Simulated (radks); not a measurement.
Effect of the nuclear size on the neodymium ion Nd31+, [Ar] 3d10 4s1. All-electron calculation, Dirac Kohn-Sham, BLYP, spin-unpolarised, spherical densities, finite nucleus; Fermi nuclear charge, rms radius 4.9123 fm. Program: a radial shooting solver on a logarithmic mesh with Libxc functionals. The rms radius is varied about that value; shifts are against it.

| rms radius (fm) | total energy shift (eV) | density at nucleus (e/bohr^3) | 1s1/2 shift (meV) | 2s1/2 shift (meV) | 3s1/2 shift (meV) | 3p1/2 shift (meV) | 4s1/2 shift (meV) | 4p1/2 (empty) shift (meV) | 5s1/2 (empty) shift (meV) |
|---|---|---|---|---|---|---|---|---|---|
| 4.2442 | -3.29 | 4.683e+05 | -1370 | -171 | -36.6 | 0.954 | -11.5 | 0.303 | -5.18 |
| 4.5537 | -1.81 | 4.61e+05 | -753 | -94.2 | -20.2 | 0.526 | -6.35 | 0.167 | -2.85 |
| 4.9123 | 0 | 4.532e+05 | 0.000 | 0.000 | 0.000 | 0.000 | 0.000 | 0.000 | 0.000 |
| 5.2758 | 1.95 | 4.461e+05 | 809 | 101 | 21.6 | -0.563 | 6.81 | -0.179 | 3.06 |
| 5.7032 | 4.38 | 4.384e+05 | 1820 | 227 | 48.6 | -1.26 | 15.3 | -0.402 | 6.88 |

Slopes of the eigenvalues against <r^2> in GHz/fm^2, as finite differences over the two radii next to the reference (eigenvalue slopes, not the field-shift constants of lines): 1s1/2 53200, 2s1/2 6650, 3s1/2 1420, 3p1/2 -37.1, 4s1/2 448, 4p1/2 (empty) -11.8, 5s1/2 (empty) 202.
